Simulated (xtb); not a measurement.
xtb input:

```bash
xtb mol.xyz --gfn 2 --ohess tight --chrg 1 --uhf 0
```
mol.xyz:
```
15

Si    -0.15332351     0.19814472    -0.13100832
C      1.63302896    -0.16590036    -0.34910921
N     -0.75429825    -0.95100170     1.16972403
N     -1.07262975    -0.14341101    -1.66417812
N     -0.36543255     1.89056926     0.36072095
H      2.08680861     0.54505076    -1.11911067
H      2.21393604     0.05346382     0.60833084
H      1.82266520    -1.18949493    -0.62812335
H     -0.21724510    -0.73432207     2.06267502
H     -0.57876259    -1.89489396     0.88330309
H     -2.04771103    -0.01872835    -1.44843678
H     -0.91581978    -1.15779952    -1.85954077
H      0.18861364     2.04607445     1.21985832
H      0.01031025     2.42777400    -0.34026205
H     -1.78344398    -0.77991588     1.34215003
```

### Question
Predict the final energy.

### Answer
-17.36941 Eh (GFN2-xTB).

It need not be the lowest isomer of its formula.
